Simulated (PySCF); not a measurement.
PySCF input (HF/aug-cc-pVDZ):

```python
import numpy as np, basis_set_exchange as bse
from pyscf import gto, scf, dft, df

basis = {'C': gto.basis.parse(bse.get_basis('aug-cc-pVDZ', elements=['C'], fmt='nwchem')), 'F': gto.basis.parse(bse.get_basis('aug-cc-pVDZ', elements=['F'], fmt='nwchem')), 'H': gto.basis.parse(bse.get_basis('aug-cc-pVDZ', elements=['H'], fmt='nwchem'))}
mol = gto.M(
    atom='''
    C     1.36656412   -0.18415937   -0.09598662
    C     0.06593869   -0.00888596   -0.00463149
    F    -0.83029842   -0.97785241    0.07898218
    F    -0.54605565    1.16333108    0.01769207
    H     2.01907743    0.67097753   -0.15970021
    H     1.77309228   -1.18201362   -0.10665944
    ''',
    basis=basis,
    charge=0,
    verbose=4,
    max_memory=8640,
)
mf = scf.RHF(mol)
mf = mf.density_fit(auxbasis=df.autoaux(mol))
mf.conv_tol = 1e-9
mf.max_cycle = 100
scf.hf.overlap_zero_eigenvalue_threshold = 1e-3
print('smallest overlap eigenvalue', np.linalg.eigvalsh(mol.intor('int1e_ovlp'))[0])
mf.kernel()
dip = mf.dip_moment()
```

Output:

```
PySCF version 2.14.0

[INPUT] verbose = 4
[INPUT] num. atoms = 6
[INPUT] num. electrons = 32
[INPUT] charge = 0
[INPUT] spin (= nelec alpha-beta = 2S) = 0
[INPUT] symmetry False subgroup None
[INPUT] Mole.unit = angstrom
[INPUT] Symbol           X                Y                Z      unit          X                Y                Z       unit  Magmom
[INPUT]  1 C      1.366564120000  -0.184159370000  -0.095986620000 AA    2.582431918457  -0.348010772572  -0.181388423423 Bohr   0.0
[INPUT]  2 C      0.065938690000  -0.008885960000  -0.004631490000 AA    0.124606065113  -0.016792030754  -0.008752247649 Bohr   0.0
[INPUT]  3 F     -0.830298420000  -0.977852410000   0.078982180000 AA   -1.569036615459  -1.847873245146   0.149254688921 Bohr   0.0
[INPUT]  4 F     -0.546055650000   1.163331080000   0.017692070000 AA   -1.031895627271   2.198377133394   0.033433166877 Bohr   0.0
[INPUT]  5 H      2.019077430000   0.670977530000  -0.159700210000 AA    3.815503366991   1.267963767437  -0.301789658936 Bohr   0.0
[INPUT]  6 H      1.773092280000  -1.182013620000  -0.106659440000 AA    3.350658802781  -2.233682017306  -0.201557130199 Bohr   0.0

nuclear repulsion = 117.691249401716
number of shells = 32
number of NR pGTOs = 162
number of NR cGTOs = 110
basis = {'C': [[0, [6665.0, 0.000692, -0.000146, 0.0], [1000.0, 0.005329, -0.001154, 0.0], [228.0, 0.027077, -0.005725, 0.0], [64.71, 0.101718, -0.023312, 0.0], [21.06, 0.27474, -0.063955, 0.0], [7.495, 0.448564, -0.149981, 0.0], [2.797, 0.285074, -0.127262, 0.0], [0.5215, 0.015204, 0.544529, 0.0], [0.1596, -0.003191, 0.580496, 1.0]], [0, [0.0469, 1.0]], [1, [9.439, 0.038109, 0.0], [2.002, 0.20948, 0.0], [0.5456, 0.508557, 0.0], [0.1517, 0.468842, 1.0]], [1, [0.04041, 1.0]], [2, [0.55, 1.0]], [2, [0.151, 1.0]]], 'F': [[0, [14710.0, 0.000721, -0.000165, 0.0], [2207.0, 0.005553, -0.001308, 0.0], [502.8, 0.028267, -0.006495, 0.0], [142.6, 0.106444, -0.026691, 0.0], [46.47, 0.286814, -0.07369, 0.0], [16.7, 0.448641, -0.170776, 0.0], [6.356, 0.264761, -0.112327, 0.0], [1.316, 0.015333, 0.562814, 0.0], [0.3897, -0.002332, 0.568778, 1.0]], [0, [0.09863, 1.0]], [1, [22.67, 0.044878, 0.0], [4.977, 0.235718, 0.0], [1.347, 0.508521, 0.0], [0.3471, 0.45812, 1.0]], [1, [0.08502, 1.0]], [2, [1.64, 1.0]], [2, [0.464, 1.0]]], 'H': [[0, [13.01, 0.019685, 0.0], [1.962, 0.137977, 0.0], [0.4446, 0.478148, 0.0], [0.122, 0.50124, 1.0]], [0, [0.02974, 1.0]], [1, [0.727, 1.0]], [1, [0.141, 1.0]]]}
ecp = {}
ETB for C: l = 0, exps = 0.08082 * 1.8^n , n = 0..15
ETB for C: l = 1, exps = 0.08082 * 1.8^n , n = 0..12
ETB for C: l = 2, exps = 0.08082 * 1.8^n , n = 0..11
ETB for C: l = 3, exps = 0.19141 * 2.2^n , n = 0..3
ETB for F: l = 0, exps = 0.17004 * 1.8^n , n = 0..15
ETB for F: l = 1, exps = 0.17004 * 1.8^n , n = 0..12
ETB for F: l = 2, exps = 0.17004 * 1.8^n , n = 0..11
ETB for F: l = 3, exps = 0.5490200000000001 * 2.2^n , n = 0..3
ETB for H: l = 0, exps = 0.05948 * 1.8^n , n = 0..11
ETB for H: l = 1, exps = 0.17073999999999998 * 2^n , n = 0..4
ETB for H: l = 2, exps = 0.282 * 2.2^n , n = 0..3
smallest overlap eigenvalue 7.941615971034993e-05

******** <class 'pyscf.df.df_jk.DFRHF'> ********
method = DFRHF
initial guess = minao
damping factor = 0
level_shift factor = 0
DIIS = <class 'pyscf.scf.diis.CDIIS'>
diis_start_cycle = 1
diis_space = 8
diis_damp = 0
SCF conv_tol = 1e-09
SCF conv_tol_grad = None
SCF max_cycles = 100
direct_scf = False
Set gradient conv threshold to 3.16228e-05
Initial guess from minao.
******** <class 'pyscf.df.df.DF'> ********
auxbasis = {'C': [[0, [np.float64(545.2634946237084), 1]], [0, [np.float64(302.924163679838), 1]], [0, [np.float64(168.29120204435443), 1]], [0, [np.float64(93.49511224686358), 1]], [0, [np.float64(51.94172902603531), 1]], [0, [np.float64(28.856516125575176), 1]], [0, [np.float64(16.031397847541765), 1]], [0, [np.float64(8.906332137523203), 1]], [0, [np.float64(4.947962298624001), 1]], [0, [np.float64(2.7488679436800005), 1]], [0, [np.float64(1.5271488576000003), 1]], [0, [np.float64(0.848416032), 1]], [0, [np.float64(0.4713422400000001), 1]], [0, [np.float64(0.2618568), 1]], [0, [np.float64(0.14547600000000002), 1]], [0, [np.float64(0.08082), 1]], [1, [np.float64(93.49511224686358), 1]], [1, [np.float64(51.94172902603531), 1]], [1, [np.float64(28.856516125575176), 1]], [1, [np.float64(16.031397847541765), 1]], [1, [np.float64(8.906332137523203), 1]], [1, [np.float64(4.947962298624001), 1]], [1, [np.float64(2.7488679436800005), 1]], [1, [np.float64(1.5271488576000003), 1]], [1, [np.float64(0.848416032), 1]], [1, [np.float64(0.4713422400000001), 1]], [1, [np.float64(0.2618568), 1]], [1, [np.float64(0.14547600000000002), 1]], [1, [np.float64(0.08082), 1]], [2, [np.float64(51.94172902603531), 1]], [2, [np.float64(28.856516125575176), 1]], [2, [np.float64(16.031397847541765), 1]], [2, [np.float64(8.906332137523203), 1]], [2, [np.float64(4.947962298624001), 1]], [2, [np.float64(2.7488679436800005), 1]], [2, [np.float64(1.5271488576000003), 1]], [2, [np.float64(0.848416032), 1]], [2, [np.float64(0.4713422400000001), 1]], [2, [np.float64(0.2618568), 1]], [2, [np.float64(0.14547600000000002), 1]], [2, [np.float64(0.08082), 1]], [3, [np.float64(2.0381336800000005), 1]], [3, [np.float64(0.9264244000000001), 1]], [3, [np.float64(0.42110200000000003), 1]], [3, [np.float64(0.19141), 1]]], 'F': [[0, [np.float64(1147.1987704258274), 1]], [0, [np.float64(637.3326502365708), 1]], [0, [np.float64(354.07369457587265), 1]], [0, [np.float64(196.70760809770704), 1]], [0, [np.float64(109.28200449872611), 1]], [0, [np.float64(60.71222472151451), 1]], [0, [np.float64(33.72901373417473), 1]], [0, [np.float64(18.738340963430403), 1]], [0, [np.float64(10.410189424128001), 1]], [0, [np.float64(5.78343856896), 1]], [0, [np.float64(3.2130214272), 1]], [0, [np.float64(1.785011904), 1]], [0, [np.float64(0.9916732800000001), 1]], [0, [np.float64(0.5509296), 1]], [0, [np.float64(0.306072), 1]], [0, [np.float64(0.17004), 1]], [1, [np.float64(196.70760809770704), 1]], [1, [np.float64(109.28200449872611), 1]], [1, [np.float64(60.71222472151451), 1]], [1, [np.float64(33.72901373417473), 1]], [1, [np.float64(18.738340963430403), 1]], [1, [np.float64(10.410189424128001), 1]], [1, [np.float64(5.78343856896), 1]], [1, [np.float64(3.2130214272), 1]], [1, [np.float64(1.785011904), 1]], [1, [np.float64(0.9916732800000001), 1]], [1, [np.float64(0.5509296), 1]], [1, [np.float64(0.306072), 1]], [1, [np.float64(0.17004), 1]], [2, [np.float64(109.28200449872611), 1]], [2, [np.float64(60.71222472151451), 1]], [2, [np.float64(33.72901373417473), 1]], [2, [np.float64(18.738340963430403), 1]], [2, [np.float64(10.410189424128001), 1]], [2, [np.float64(5.78343856896), 1]], [2, [np.float64(3.2130214272), 1]], [2, [np.float64(1.785011904), 1]], [2, [np.float64(0.9916732800000001), 1]], [2, [np.float64(0.5509296), 1]], [2, [np.float64(0.306072), 1]], [2, [np.float64(0.17004), 1]], [3, [np.float64(5.8459649600000025), 1]], [3, [np.float64(2.6572568000000008), 1]], [3, [np.float64(1.2078440000000001), 1]], [3, [np.float64(0.5490200000000001), 1]]], 'H': [[0, [np.float64(38.2268503151272), 1]], [0, [np.float64(21.237139063959557), 1]], [0, [np.float64(11.798410591088642), 1]], [0, [np.float64(6.554672550604801), 1]], [0, [np.float64(3.6414847503360006), 1]], [0, [np.float64(2.0230470835200003), 1]], [0, [np.float64(1.1239150464), 1]], [0, [np.float64(0.624397248), 1]], [0, [np.float64(0.34688736000000003), 1]], [0, [np.float64(0.1927152), 1]], [0, [np.float64(0.10706399999999999), 1]], [0, [np.float64(0.05948), 1]], [1, [np.float64(2.7318399999999996), 1]], [1, [np.float64(1.3659199999999998), 1]], [1, [np.float64(0.6829599999999999), 1]], [1, [np.float64(0.34147999999999995), 1]], [1, [np.float64(0.17073999999999998), 1]], [2, [np.float64(3.0027360000000005), 1]], [2, [np.float64(1.36488), 1]], [2, [np.float64(0.6204), 1]], [2, [np.float64(0.282), 1]]]}
init E= -276.427361027976

WARN: 5 small eigenvectors of overlap matrix removed because of linear dependency between AOs.

  HOMO = -0.237270709343692  LUMO = 0.0356781769550301  gap/eV = 7.42732
cycle= 1 E= -275.672335250502  delta_E= 0.755  |g|= 0.674  |ddm|= 4.16
  HOMO = -0.451036511348718  LUMO = 0.0379143661059409  gap/eV = 13.30503
cycle= 2 E= -275.747065720373  delta_E= -0.0747  |g|= 0.385  |ddm|= 1.32
  HOMO = -0.400209004607353  LUMO = 0.0388482140567783  gap/eV = 11.94736
cycle= 3 E= -275.773567819886  delta_E= -0.0265  |g|= 0.0528  |ddm|= 0.51
  HOMO = -0.3931895017468  LUMO = 0.0398891535336263  gap/eV = 11.78467
cycle= 4 E= -275.774650145985  delta_E= -0.00108  |g|= 0.0158  |ddm|= 0.114
  HOMO = -0.395920873847142  LUMO = 0.0398439523428138  gap/eV = 11.85776
cycle= 5 E= -275.77475644645  delta_E= -0.000106  |g|= 0.00553  |ddm|= 0.0318
  HOMO = -0.395623559697437  LUMO = 0.0396602324186803  gap/eV = 11.84468
cycle= 6 E= -275.774773018915  delta_E= -1.66e-05  |g|= 0.00167  |ddm|= 0.0152
  HOMO = -0.395359351997434  LUMO = 0.0396667228870138  gap/eV = 11.83766
cycle= 7 E= -275.774775068638  delta_E= -2.05e-06  |g|= 0.000767  |ddm|= 0.00471
  HOMO = -0.39546092481497  LUMO = 0.0396469863479343  gap/eV = 11.83989
cycle= 8 E= -275.774775359218  delta_E= -2.91e-07  |g|= 0.000155  |ddm|= 0.00222
  HOMO = -0.395433177001942  LUMO = 0.0396433004023624  gap/eV = 11.83903
cycle= 9 E= -275.774775375326  delta_E= -1.61e-08  |g|= 4.29e-05  |ddm|= 0.000485
  HOMO = -0.395438096136393  LUMO = 0.0396416714008696  gap/eV = 11.83912
cycle= 10 E= -275.774775376513  delta_E= -1.19e-09  |g|= 9.87e-06  |ddm|= 0.000122
  HOMO = -0.395438357838593  LUMO = 0.0396412470250631  gap/eV = 11.83912
cycle= 11 E= -275.774775376577  delta_E= -6.38e-11  |g|= 1.42e-06  |ddm|= 3.03e-05
  HOMO = -0.395438286697487  LUMO = 0.0396412158572375  gap/eV = 11.83912
Extra cycle  E= -275.774775376577  delta_E= -4.55e-13  |g|= 5.56e-07  |ddm|= 2.94e-06
converged SCF energy = -275.774775376577
Dipole moment(X, Y, Z, Debye):  1.57161, -0.21179, -0.11039
```
